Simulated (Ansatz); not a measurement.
Ge₈Ir. The state is a doublet with charge 0. Geometry PBE-D4/def2-SVP, that of the charge -1 singlet.

```xyz
9

Ir   -0.079   -1.048    0.446
Ge   -1.292    0.958    1.739
Ge   -1.780   -0.059   -0.995
Ge    2.518   -0.639   -0.183
Ge   -1.176    2.418   -0.436
Ge    0.678    0.567   -2.111
Ge    0.876   -2.015   -1.606
Ge   -0.758   -1.458    2.655
Ge    1.013    1.276    0.490
```

In the def2 sets Ir takes a core potential; there is no spin–orbit coupling. The structure comes from a short search, and lower isomers may exist.

**Question.** Estimate the α-spin orbital energies around the gap (eV) in Ansatz with PBE-D4/def2-SVP, r2SCAN-D4/def2-SVP.

**Answer.** 
```
orbital  PBE-D4/def2-SVP  r2SCAN-D4/def2-SVP
 HOMO−5            -6.05               -6.34
 HOMO−4            -5.66               -5.94
 HOMO−3            -5.53               -5.79
 HOMO−2            -5.35               -5.63
 HOMO−1            -5.32               -5.60
   HOMO            -5.21               -5.53
   LUMO            -3.88               -4.01
 LUMO+1            -3.36               -3.45
 LUMO+2            -2.99               -3.07
 LUMO+3            -2.79               -2.84
 LUMO+4            -2.56               -2.60
 LUMO+5            -2.39               -2.41
 β HOMO            -5.19               -5.42
 β LUMO            -4.93               -5.01
```
